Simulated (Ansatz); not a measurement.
Sn2F3, relaxed as a doublet with UKS PBE0-D4/def2-SVP in Ansatz, starting from the GFN1-xTB geometry. Force threshold 0.02 eV/Å.

In the def2 sets Sn takes a core potential; there is no spin–orbit coupling. The relaxation made no stability test and no search for a lower SCF solution. The structure comes from a short search, and lower isomers may exist.

Start:

Cartesian coordinates in Å:
```
Sn 0.1038 0.0998 -1.4578
Sn -0.6379 0.0296 1.3181
F -0.7472 -1.6169 -0.2426
F 0.0054 1.7974 0.0521
F 1.2759 -0.3099 0.3301
```

```json
{"step": "1", "energy (eV)": "-19802.6589", "largest force component (eV/Å)": "0.527", "SCF passes": "17"}
{"step": "2", "energy (eV)": "-19802.7526", "largest force component (eV/Å)": "0.254", "SCF passes": "24"}
{"step": "3", "energy (eV)": "-19802.8426", "largest force component (eV/Å)": "0.339", "SCF passes": "24"}
{"step": "4", "energy (eV)": "-19802.9470", "largest force component (eV/Å)": "0.331", "SCF passes": "28"}
{"step": "5 (rejected)", "energy (eV)": "-19802.9358", "largest force component (eV/Å)": "0.499", "SCF passes": "64"}
{"step": "6", "energy (eV)": "-19802.9551", "largest force component (eV/Å)": "0.076", "SCF passes": "30"}
{"step": "7", "energy (eV)": "-19802.9574", "largest force component (eV/Å)": "0.290", "SCF passes": "29"}
{"step": "8", "energy (eV)": "-19802.9648", "largest force component (eV/Å)": "0.352", "SCF passes": "27"}
{"step": "9", "energy (eV)": "-19802.9888", "largest force component (eV/Å)": "0.564", "SCF passes": "29"}
{"step": "10", "energy (eV)": "-19803.0254", "largest force component (eV/Å)": "0.639", "SCF passes": "29"}
{"step": "11", "energy (eV)": "-19803.1008", "largest force component (eV/Å)": "0.598", "SCF passes": "29"}
{"step": "12", "energy (eV)": "-19803.2303", "largest force component (eV/Å)": "0.501", "SCF passes": "26"}
{"step": "13", "energy (eV)": "-19803.3405", "largest force component (eV/Å)": "0.282", "SCF passes": "23"}
{"step": "14", "energy (eV)": "-19803.4221", "largest force component (eV/Å)": "0.505", "SCF passes": "24"}
{"step": "15", "energy (eV)": "-19803.4449", "largest force component (eV/Å)": "0.382", "SCF passes": "23"}
{"step": "16", "energy (eV)": "-19803.4566", "largest force component (eV/Å)": "0.282", "SCF passes": "25"}
{"step": "17", "energy (eV)": "-19803.4646", "largest force component (eV/Å)": "0.089", "SCF passes": "21"}
{"step": "18", "energy (eV)": "-19803.4648", "largest force component (eV/Å)": "0.123", "SCF passes": "23"}
{"step": "19", "energy (eV)": "-19803.4656", "largest force component (eV/Å)": "0.005", "SCF passes": "17"}
```

Force components are those of the run's own axes.

End:

```xyz
5

Sn    0.394    0.032   -1.392
Sn   -1.251    0.136    1.648
F    -0.828   -1.126   -0.077
F    -0.277    1.365    0.135
F     1.962   -0.407   -0.313
```

Bonds lost: Sn2–F5 (atoms count from 1). Metal–metal contacts that move far: Sn1–Sn2 2.87 to 3.46 Å. The end is the same structure that another start reached, the lowest one found.

No frequencies were taken in this run, so the end may be a saddle point.

Run time 38 s (4 threads of Arm Neoverse V2 on a shared host).
